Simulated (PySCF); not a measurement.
**Zn²⁺ (zinc, charge +2) across methods**

[Ar] 3d10, closed-shell 1S. All numbers are calculated (PySCF 2.14, the spin-free X2C one-electron Hamiltonian (Gaussian nucleus), in x2c-QZVPPall).

| method | E (hartree) | mean ε 3s (eV) | mean ε 3p (eV) | mean ε 3d (eV) | Σ⟨r²⟩ (bohr²) | ⟨S²⟩ |
| --- | --- | --- | --- | --- | --- | --- |
| UHF | -1793.40901 | -178.18 | -126.14 | -41.393 | 14.74 | 0.000 |
| LDA | -1791.924 | -149.48 | -104.18 | -31.229 | 15.31 | 0.000 |
| r2SCAN | -1794.912 | -154.16 | -106.77 | -31.036 | 15.13 | 0.000 |
| TPSS | -1794.956 | -151.25 | -104.82 | -30.690 | 15.27 | 0.000 |
| revPBE | -1794.853 | -149.98 | -104.15 | -30.725 | 15.29 | 0.000 |
| MN15 | -1796.194 | -149.66 | -107.82 | -34.857 | 15.13 | 0.000 |
| PBE0 | -1794.701 | -157.30 | -109.95 | -33.695 | 15.11 | 0.000 |

**Question.** Estimate the same row for PBE.

**Answer.** E (hartree) = -1794.685; mean ε 3s (eV) = -150.00; mean ε 3p (eV) = -104.23; mean ε 3d (eV) = -30.853; Σ⟨r²⟩ (bohr²) = 15.31; ⟨S²⟩ = 0.000.
